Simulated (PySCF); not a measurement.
C2H5ClFNSi, SMILES Cl[Si@H](/C=C/F)N. Atoms are numbered in the order given.

```xyz
11

N     -2.0798     0.5776    -1.0163
Si    -0.7541    -0.4291    -0.5901
Cl    -0.7528    -1.0984     1.4087
C      0.8165     0.5251    -0.8266
C      1.7448     0.6642     0.1255
F      2.8730     1.3571    -0.0593
H     -3.0083     0.1743    -1.1230
H     -2.1377     1.5200    -0.6355
H     -0.8581    -1.6552    -1.4125
H      1.0089     1.0060    -1.7935
H      1.6833     0.2407     1.1327
```
Charge 0, spin multiplicity 1.

The structure is a stationary point at TPSSh-D3(BJ)/def2-SVP. The structure was generated by enumeration; whether it is a known compound was not checked. The values are those of a single conformer.

These are PySCF with PBE/def2-TZVP values and carry that method's errors.

Gas-phase values at a fixed geometry.

Computed frontier levels, gap, dipole moment and polarisability:
```yaml
highest_occupied_level: -6.56 eV
lowest_empty_level: -1.61 eV
orbital_gap: 4.96 eV
dipole_moment: 1.89 D
quadrupole, principal values (traceless, Buckingham form, about the centre of nuclear charge): -6.82, -0.19, 7.01 D·Å
mean_static_polarisability: 70.4 bohr³ (10.43 Å³)
polarisability_principal_values: 54.4, 72.3, 84.4 bohr³
```
